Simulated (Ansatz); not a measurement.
`N[Si](F)(F)[SiH3]` + `N[SiH](F)Br` → `F[SiH](Br)N[SiH3]` + `N[SiH](F)F`  (cleavage of the Si–Si bond)

Calculated with Ansatz (gas phase, PBE0-D4/def2-TZVP geometries, no zero-point term in ΔE). CCSD(T)/CBS adds triple-zeta CCSD(T) − MP2 to the extrapolated MP2 energy (def2 sets, frozen cores). This one scheme is used for every species. DFT in def2-TZVPP. For Br outer-core shells are correlated without core-valence functions, which leaves a few kJ/mol of doubt a bond. Scalar relativity is left out up to krypton. One conformer a species, not always the lowest.

(1) Is it downhill or uphill in electronic energy at CCSD(T)/CBS, and by how much? (Best estimate.)

(2) What do these levels give: r2SCAN-D4, ωB97M-V, HF/def2-TZVPP, CCSD/def2-TZVPP, SCS-MP2/def2-QZVPP, CCSD/CBS(def2)? (Best estimate.)

Largest T1 diagnostic among the species: 0.012.

Results:

(1) Computed: Downhill: ΔE = -66.3 kJ/mol.

(2) Ansatz gave: r2SCAN-D4 -56.7, ωB97M-V -65.8, HF/def2-TZVPP -80.5, CCSD/def2-TZVPP -69.3, SCS-MP2/def2-QZVPP -77.2, CCSD/CBS(def2) -68.0 kJ/mol.

In def2-TZVPP, CCSD(T) changes the Hartree–Fock value by +12.8 kJ/mol (the triples alone add +1.6 kJ/mol) and MP2 by +4.5 kJ/mol. From PBE to PBE0 (25 % exact exchange), in def2-TZVPP and without D4, ΔE moves by −8.0 kJ/mol.
